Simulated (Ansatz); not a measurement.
`C[N](C)[Sn]([F])([N](C)C)[N](C)C`. The species carries charge 0 and has multiplicity 1. Sn takes the def2 core potential. All single points use the PBE0-D4/def2-TZVP geometry. It is one conformer, not always the lowest.

```xyz
29

C    -0.367   -1.460   -2.258
N    -1.096   -0.363   -1.671
C    -2.521   -0.425   -1.894
Sn   -0.404    0.520   -0.022
F    -1.457    2.131    0.125
N     1.536    0.874   -0.347
C     1.968    1.489   -1.578
C     2.414    1.125    0.768
N    -0.765   -0.361    1.741
C    -0.237   -1.680    1.982
C    -0.910    0.436    2.934
H     0.702   -1.370   -2.051
H    -0.702   -2.445   -1.893
H    -0.495   -1.460   -3.349
H    -2.982   -1.335   -1.480
H    -3.018    0.441   -1.451
H    -2.733   -0.410   -2.972
H     2.063    2.583   -1.497
H     1.264    1.273   -2.385
H     2.949    1.095   -1.877
H     2.040    0.639    1.673
H     3.414    0.718    0.566
H     2.535    2.197    0.987
H    -0.895   -2.232    2.667
H     0.770   -1.675    2.432
H    -0.183   -2.256    1.054
H     0.039    0.587    3.474
H    -1.323    1.417    2.691
H    -1.605   -0.053    3.630
```

Problem. What is the dipole moment at PBE/def2-TZVPP? (Best estimate.)

Solution. The calculation gave: 2.50 D, with components (1.53, -1.98, 0.05) D in this frame, pointing from negative to positive charge.

Problem. And with r2SCAN, B3LYP, ωB97M-V? (Best estimate.)

Solution. Ansatz gave: r2SCAN 2.56 D, B3LYP 2.61 D, ωB97M-V 2.59 D.

Problem. Give the Mulliken charges with PBE, B3LYP, r2SCAN in def2-TZVPP. (An estimate is asked.)

Solution. The calculation gave: 
| atom | PBE | B3LYP | r2SCAN |
| --- | --- | --- | --- |
| C1 | -0.19 | -0.19 | -0.06 |
| N2 | -0.35 | -0.43 | -0.42 |
| C3 | -0.18 | -0.18 | -0.04 |
| Sn4 | 1.11 | 1.31 | 1.21 |
| F5 | -0.46 | -0.51 | -0.50 |
| N6 | -0.35 | -0.43 | -0.42 |
| C7 | -0.18 | -0.18 | -0.05 |
| C8 | -0.18 | -0.18 | -0.05 |
| N9 | -0.35 | -0.43 | -0.41 |
| C10 | -0.18 | -0.18 | -0.04 |
| C11 | -0.17 | -0.17 | -0.04 |
| H12 | 0.09 | 0.09 | 0.06 |
| H13 | 0.08 | 0.08 | 0.04 |
| H14 | 0.08 | 0.09 | 0.05 |
| H15 | 0.08 | 0.08 | 0.04 |
| H16 | 0.10 | 0.11 | 0.06 |
| H17 | 0.08 | 0.08 | 0.04 |
| H18 | 0.09 | 0.09 | 0.05 |
| H19 | 0.09 | 0.09 | 0.05 |
| H20 | 0.08 | 0.08 | 0.04 |
| H21 | 0.08 | 0.08 | 0.04 |
| H22 | 0.08 | 0.08 | 0.04 |
| H23 | 0.08 | 0.09 | 0.05 |
| H24 | 0.08 | 0.09 | 0.04 |
| H25 | 0.07 | 0.07 | 0.04 |
| H26 | 0.08 | 0.09 | 0.04 |
| H27 | 0.07 | 0.07 | 0.03 |
| H28 | 0.11 | 0.11 | 0.07 |
| H29 | 0.08 | 0.08 | 0.04 |

B3LYP here is the variant with VWN-RPA as its local correlation; programs differ in this.
